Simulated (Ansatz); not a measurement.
This geometry of CHBLiO₂ (6 atoms, charge 1, multiplicity 1) is a first-order saddle point.

Computed with RKS PBE0/def2-SVP in Ansatz.

```xyz
6
Properties=species:S:1:pos:R:3
Li 1.439 2.388 2.076
O 0.713 1.186 1.045
B 0.186 0.290 0.356
C -0.421 -0.766 -0.372
O -0.943 -1.655 -1.071
H -0.974 -1.443 -2.034
```

Question: Which two structures does it join? (They come from a converged band through this point; their orientation in space is the band's.)

Answer: No bond is made or broken. The dihedral B3–C4–O5–H6 changes from 0 to 180° by way of a nearly straight angle B3–C4–O5 (up to 177°), not by a turn about the bond.

Initial state:

```xyz
6
Properties=species:S:1:pos:R:3
Li 1.395 2.367 1.981
O 0.673 1.167 0.911
B 0.162 0.264 0.244
C -0.441 -1.093 -0.073
O -0.898 -1.620 -1.121
H -0.892 -1.085 -1.943
```

Final state:

```xyz
6
Properties=species:S:1:pos:R:3
Li 1.428 2.351 2.139
O 0.708 1.188 1.023
B 0.205 0.372 0.254
C -0.427 -0.932 -0.270
O -0.765 -1.047 -1.488
H -1.149 -1.932 -1.657
```

Question: How far does it lie above each of them?

Answer: 4.4 kcal/mol above the first and 11.6 kcal/mol above the second. This is the barrier of this one path; another mechanism may lie lower. Limits of this set-up: the dipole of an ion depends on the origin.

The run took 4 min on 1 CPU thread of a shared host.
